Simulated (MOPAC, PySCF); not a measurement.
C9H8, SMILES `c1cc2c(=CCC=2)cc1`, neutral singlet in the gas phase. 

Cartesian coordinates (Å):
```xyz
17

C     -1.4987     1.1469     0.1191
C     -0.1844     0.7348     0.0760
C      1.0562     1.4659     0.1509
C      2.2436     0.7783     0.0794
C      2.2806    -0.6634    -0.0695
C      1.1299    -1.4104    -0.1461
C     -0.1466    -0.7432    -0.0767
C     -1.4380    -1.2214    -0.1255
C     -2.3776    -0.0604    -0.0052
H     -1.8624     2.1772     0.2256
H      1.0405     2.5608     0.2640
H      3.1981     1.3241     0.1353
H      3.2618    -1.1601    -0.1212
H      1.1703    -2.5047    -0.2592
H     -1.7484    -2.2689    -0.2335
H     -3.0620    -0.1683     0.8703
H     -3.0628     0.0128    -0.8837
```
Charge 0, spin multiplicity 1.

All levels are single points at this geometry (PBE-D3(BJ)/def2-SVP); Pople sets use spherical d functions. Orbital energies aren't observables, and empty levels follow the basis.

PM6 in MOPAC gives gap (eV) = 7.50.

**Question.** Estimate the gap (eV) from each of these levels: PBE-D3(BJ)/def2-TZVP in PySCF; B3LYP/6-311+G** in PySCF; B3LYP/6-31G* in PySCF; BP86/6-31G* in PySCF; M06-2X/6-31G* in PySCF; PBE/6-31G* in PySCF; SVWN5/6-31G* in PySCF; HF/3-21G in PySCF; HF/6-31G* in PySCF; HF/STO-3G in PySCF; AM1 in MOPAC; PM3 in MOPAC.

**Answer.** 
```csv
level,gap (eV)
PBE-D3(BJ)/def2-TZVP in PySCF,1.93
B3LYP/6-311+G** in PySCF,3.18
B3LYP/6-31G* in PySCF,3.20
BP86/6-31G* in PySCF,1.92
M06-2X/6-31G* in PySCF,5.30
PBE/6-31G* in PySCF,1.93
SVWN5/6-31G* in PySCF,1.93
HF/3-21G in PySCF,8.57
HF/6-31G* in PySCF,8.57
HF/STO-3G in PySCF,9.52
AM1 in MOPAC,7.35
PM3 in MOPAC,7.30
```
